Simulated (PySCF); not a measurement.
C2H6BFO2, SMILES COB(O)CF.

Geometry: r2SCAN-D4/def2-SVP. The structure was generated by enumeration, and PubChem lists no compound with its InChIKey, so it may never have been made. Other conformers were not sampled.

Two levels are set side by side: PBE/def2-TZVP (PySCF) and HF/def2-TZVP (PySCF). Same geometry, gas phase. Differences are taken from unrounded values.

| quantity | HF |
|---|---|
| orbital gap (eV) | 15.82 |
| highest occupied level (eV) | -12.69 |
| lowest empty level (eV) | 3.14 |
| dipole moment (D) | 1.03 |
| mean polarisability (bohr³) | 41.7 |

Problem. What does PBE give, and how far is it from HF? (Estimate from the structure and the level; the computed values follow.)

Solution. 
| quantity | PBE | PBE minus HF |
|---|---|---|
| orbital gap (eV) | 7.09 | -8.73 |
| highest occupied level (eV) | -7.11 | 5.58 |
| lowest empty level (eV) | -0.02 | -3.16 |
| dipole moment (D) | 0.83 | -0.19 |
| mean polarisability (bohr³) | 47.9 | 6.2 |

PBE's occupied levels lie high since its potential decays too fast outside the molecule; exact exchange lowers them and widens the gap. PBE's more diffuse valence density responds more strongly to a field. Differences between two approximate levels are no errors against the true value.

Rough cost on one machine, each run with all the roots and properties that it gave: HF against PBE about 1/4.
